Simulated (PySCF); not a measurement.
Species: C₇H₁₀NO₂ (charge -1).
SMILES with atom numbers: `[CH3:1][N:2]([CH3:3])[C:4](/[CH:5]=[CH:6]\[O-:7])=[CH:8]/[CH:9]=[O:10]` (hydrogens: H11, H12, H13 on C1; H14, H15, H16 on C3; H17 on C5; H18 on C6; H19 on C8; H20 on C9)
Bond orders are those of one Lewis drawing.

Computed by this run: PBE0-D3(BJ)/def2-SVP geometry optimisation, gas phase in PySCF; density fitting, grid level 2; the optimiser is geomeTRIC in internal coordinates, started from a GFN2-xTB structure.

Geometry at step 0:
```
atom  x, y, z in Å
C1     -1.7333   -0.0823   -1.0449
N2     -1.0399   -0.4062    0.1858
C3     -1.5239    0.3748    1.3065
C4      0.3968   -0.3465    0.0379
C5      1.1156    0.8106   -0.2465
C6      0.6914    2.1322   -0.4561
O7     -0.4396    2.6406   -0.4386
C8      0.9927   -1.5970    0.2045
C9      2.3517   -1.9393    0.1182
O10     3.3423   -1.2396   -0.1133
H11    -1.3115   -0.6862   -1.8492
H12    -1.6581    0.9788   -1.3128
H13    -2.7902   -0.3397   -0.9269
H14    -1.4385    1.4563    1.1453
H15    -2.5768    0.1277    1.4734
H16    -0.9527    0.0993    2.1935
H17     2.1824    0.6558   -0.3233
H18     1.5488    2.8178   -0.6743
H19     0.3124   -2.4108    0.4240
H20     2.5252   -3.0355    0.2937
```

Q: What forces act on the atoms?

A: 
| atom | Fx (eV/Å) | Fy (eV/Å) | Fz (eV/Å) |
| --- | --- | --- | --- |
| C1 | 0.197 | -0.102 | 0.349 |
| N2 | 0.075 | 0.500 | -0.104 |
| C3 | 0.149 | -0.226 | -0.318 |
| C4 | -0.360 | -0.464 | 0.126 |
| C5 | 0.118 | 0.036 | -0.012 |
| C6 | -0.458 | 0.525 | -0.048 |
| O7 | -0.091 | 0.031 | -0.006 |
| C8 | -0.334 | 0.027 | 0.029 |
| C9 | 0.884 | -0.040 | -0.078 |
| O10 | -0.052 | 0.067 | -0.010 |
| H11 | 0.043 | -0.220 | -0.305 |
| H12 | 0.020 | 0.324 | -0.090 |
| H13 | -0.377 | -0.118 | -0.039 |
| H14 | 0.027 | 0.337 | -0.047 |
| H15 | -0.349 | -0.087 | 0.141 |
| H16 | 0.107 | -0.100 | 0.362 |
| H17 | 0.418 | -0.109 | -0.022 |
| H18 | 0.230 | 0.106 | -0.040 |
| H19 | -0.253 | -0.253 | 0.070 |
| H20 | 0.005 | -0.233 | 0.042 |

The largest, 0.89 eV/Å, acts on C9; the rms over all components is 0.247 eV/Å. The forces sum to zero within rounding, as they must for an isolated molecule in no field.

Q: Give the force on C9 in Eh/bohr and in nN.

A: 0.888 eV/Å ÷ 51.422 = 0.01728 Eh/bohr, and 0.888 eV/Å × 1.602 = 1.42 nN.

Q: How far is this geometry from the end of the optimisation?

A: 0.059 eV above it, and 0.034 Å rms away after alignment. The bonds farthest from their final lengths, with half the difference of the two atoms' forces along the bond (positive lengthens):

```csv
bond,now (Å),final (Å),force along bond (eV/Å)
C8–C9,1.404,1.425,+0.60
C5=C6,1.404,1.421,+0.32
C4–C5,1.392,1.404,+0.35
C1–H13,1.094,1.106,+0.26
C3–H15,1.094,1.106,+0.26
C5–H17,1.081,1.092,+0.16
```

The angle farthest from its final value is C1–N2–C4, 112.3° against 114.4°.

Of the 6 listed bonds off by 0.010 Å or more, this force points towards the final length in 6.

The cost below is that of the whole optimisation. Time: 3.3 min; peak memory 0.94 GiB. Hardware: one thread of an Arm Neoverse V2, no GPU, shared host with 96 logical CPUs at a one-minute load of 49.
